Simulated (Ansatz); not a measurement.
Geometry optimisation, RKS PBE-D4/def2-SVPD (Ansatz 0.2.0).

The input (input.yaml):

```yaml
crystal:
  periodic: [false, false, false]
  atoms:
    - { symbol: Ga, position_ang: [-0.048663, -0.840805, 0.381886] }
    - { symbol: H, position_ang: [1.383984, -0.426234, 0.77582] }
    - { symbol: "N", position_ang: [-0.198334, 0.775712, -0.448341] }
    - { symbol: H, position_ang: [0.739788, 1.120162, -0.232648] }
    - { symbol: H, position_ang: [-1.06588, -2.008858, 0.513467] }
    - { symbol: H, position_ang: [-0.810894, 1.380023, -0.990184] }
basis:
  gaussian: { orbitals: def2-SVPD }
hamiltonian:
  xc: pbe
  dispersion: d4
relax:
  f_tol: 0.03
  max_steps: 50
```

Command:

```bash
$ ansatz run input.yaml --threads 2 --pin off --max-ram 3072MiB --backend cpu --events-out ev --progress --plain --runs-dir out
```

**Question.** Where does it end, and by what steps?

**Answer.** It converged. After 4 steps the energy has fallen by 0.564 eV; H2 moved furthest, 0.64 Å.

| step | energy less start (eV) | largest force component (eV/Å) | accepted |
| --- | --- | --- | --- |
| 0 | 0.0000 | 0.861 | yes |
| 1 | -0.2610 | 0.573 | yes |
| 2 | -0.4520 | 0.513 | yes |
| 3 | -0.5516 | 0.179 | yes |
| 4 | -0.5643 | 0.009 | yes |

```xyz
6
Properties=species:S:1:pos:R:3
Ga 0.114 -0.766 0.412
H 1.515 -0.968 1.086
N -0.130 0.832 -0.449
H 0.580 1.561 -0.503
H -1.095 -1.763 0.387
H -0.985 1.104 -0.932
```

The run took 11 s on 2 threads of Arm Neoverse N1, on a shared host, peak memory 0.15 GiB.
